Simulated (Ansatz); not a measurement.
One change: `N[SiH2]S[Si](N)(F)F` becomes `CN[Si](N)(F)F`.

Ansatz, PBE0-D4/def2-TZVP geometries, multiplicity 1. Each molecule was computed in one conformer, which needn't be the lowest.

```
                                      property  `N[SiH2]S[Si](N)(F)F`
         HOMO–LUMO gap (B3LYP/def2-TZVPP) / eV                   7.41
       HOMO–LUMO gap (ωB97M-V/def2-TZVPP) / eV                  11.72
             HOMO energy (PBE/def2-TZVPP) / eV                  -6.20
size of the dipole moment (PBE/def2-TZVPP) / D                   2.88
          HOMO–LUMO gap (PBE0/def2-TZVPP) / eV                   7.92
         LUMO energy (ωB97M-V/def2-TZVPP) / eV                   1.96
```

Give the same properties after the change, and the shifts. (Best estimate.)

The calculation gave: 
```json
{"property": "HOMO–LUMO gap (B3LYP/def2-TZVPP) / eV", "`CN[Si](N)(F)F`": "7.49", "shift": "0.08"}
{"property": "HOMO–LUMO gap (ωB97M-V/def2-TZVPP) / eV", "`CN[Si](N)(F)F`": "11.87", "shift": "0.15"}
{"property": "HOMO energy (PBE/def2-TZVPP) / eV", "`CN[Si](N)(F)F`": "-5.86", "shift": "0.34"}
{"property": "size of the dipole moment (PBE/def2-TZVPP) / D", "`CN[Si](N)(F)F`": "2.54", "shift": "-0.34"}
{"property": "HOMO–LUMO gap (PBE0/def2-TZVPP) / eV", "`CN[Si](N)(F)F`": "8.10", "shift": "0.18"}
{"property": "LUMO energy (ωB97M-V/def2-TZVPP) / eV", "`CN[Si](N)(F)F`": "2.19", "shift": "0.23"}
```

With PBE0 the HOMO rises by 0.22 eV and the LUMO rises by 0.40 eV, so the gap widens by about 0.18 eV. PBE moves the HOMO by 0.34 eV and ωB97M-V by 0.08 eV. Dipoles are sizes alone; their direction can turn.

B3LYP here is the variant with VWN-RPA as its local correlation; programs differ in this.
